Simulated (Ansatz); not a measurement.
BrF₂H₃Si₂ (`F[Si](F)([SiH3])Br`) at its PBE0-D4/def2-TZVP geometry, where that method's forces vanish. Total charge 0; spin multiplicity 1.

```xyz
8

F     2.0568    0.1559   -0.9195
Si    1.0195   -0.3785    0.1544
F     1.6180   -0.0079    1.5755
Si   -1.0911    0.5634   -0.1549
Br    0.9655   -2.5737    0.0008
H    -1.5736    0.1799   -1.5045
H    -0.9996    2.0410   -0.0400
H    -1.9955    0.0200    0.8881
```

Problem. What forces (eV/Å) does B3LYP-D4/def2-TZVPP give on these atoms in Ansatz 0.2.0? (Estimate.)

Solution. Computed: 
```
F1   0.150  0.089 -0.163
Si2 -0.172  0.063 -0.026
F3   0.083  0.064  0.214
Si4 -0.119  0.064 -0.017
Br5 -0.005 -0.253 -0.017
H6   0.025  0.028  0.087
H7  -0.014 -0.094 -0.009
H8   0.052  0.039 -0.069
```

B3LYP here is the variant with VWN-RPA as its local correlation; programs differ in this.
